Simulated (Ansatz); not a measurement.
`F[SiH](F)Br` at its PBE0-D4/def2-TZVP geometry, where that method's forces vanish. The species carries charge 0 and has multiplicity 1.

```xyz
5

F    -1.3529   -0.8590   -0.0671
Si    0.0290   -0.0976   -0.0768
F     1.0160   -0.8900    0.8651
Br   -0.2580    1.9142    0.7194
H     0.5660   -0.0675   -1.4407
```

(1) What forces (eV/Å) does ωB97M-V/def2-TZVPP give on these atoms in Ansatz 0.2.0? (An estimate is asked.)

## Answers

(1) Ansatz gave: 
```
F1  -0.124 -0.049  0.004
Si2  0.110  0.130 -0.274
F3   0.087 -0.052  0.087
Br4  0.001 -0.029 -0.003
H5  -0.073  0.000  0.187
```
